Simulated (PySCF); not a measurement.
Compound: trifluorosilane, F3HSi.
Numbering: `[F:1][SiH:2]([F:3])[F:4]` (hydrogens: H5 on Si2)

The same species was optimised twice, with GFN2-xTB and with PBE0-D3(BJ)/def2-SVP (PySCF), and the same property calculations (PySCF, gas phase) were run on both structures.

| coordinate | GFN2-xTB | PBE0-D3(BJ)/def2-SVP | change |
| --- | --- | --- | --- |
| Si2–H5 (Å) | 1.428 | 1.466 | +0.038 |
| Si2–F4 (Å) | 1.580 | 1.599 | +0.019 |
| Si2–F3 (Å) | 1.580 | 1.598 | +0.018 |
| F1–Si2 (Å) | 1.580 | 1.599 | +0.019 |
| F3–Si2–F4 (°) | 105.4 | 108.0 | +2.6 |
| F1–Si2–F3 (°) | 105.4 | 108.0 | +2.6 |
| F1–Si2–F4 (°) | 105.5 | 107.9 | +2.4 |
| F4–Si2–H5 (°) | 113.4 | 111.0 | -2.4 |
| F3–Si2–H5 (°) | 113.2 | 110.9 | -2.3 |
| F1–Si2–H5 (°) | 113.3 | 111.0 | -2.3 |

Rotational constants: A = 7152, B = 7133, C = 4209 MHz (GFN2-xTB) against A = 6921, B = 6916, C = 3978 MHz (PBE0-D3(BJ)/def2-SVP). Point groups within 0.08 Å: C3v and C3v.

On the GFN2-xTB structure: HOMO (eV) -11.63 [PBE0/pcSseg-1]; LUMO (eV) 1.25 [PBE0/pcSseg-1]; dipole (D) 2.00 [PBE0/pcSseg-1]; GIAO shielding of F1/F3/F4 (mean) (ppm) 316.0 [PBE0/pcSseg-1]; GIAO shielding of Si2 (ppm) 414.2 [PBE0/pcSseg-1].

What do these properties become on the PBE0-D3(BJ)/def2-SVP structure?

| property | level | on GFN2-xTB | on PBE0-D3(BJ)/def2-SVP | change |
| --- | --- | --- | --- | --- |
| HOMO (eV) | PBE0/pcSseg-1 | -11.63 | -11.38 | +0.25 |
| LUMO (eV) | PBE0/pcSseg-1 | 1.25 | 1.18 | -0.07 |
| dipole (D) | PBE0/pcSseg-1 | 2.00 | 1.61 | -0.39 |
| energy, GFN2-xTB geometry as zero (kcal/mol) | PBE0/pcSseg-1 | 0.0 | -1.3 | -1.3 |
| GIAO shielding of F1/F3/F4 (mean) (ppm) | PBE0/pcSseg-1 | 316.0 | 312.4 | -3.6 |
| GIAO shielding of Si2 (ppm) | PBE0/pcSseg-1 | 414.2 | 415.9 | +1.7 |

The heavy atoms differ by 0.043 Å rms after alignment. Among all bonds Si2–H5 changes most (+0.038 Å). Changes are differences of the printed values. Neither structure is proved a minimum here.
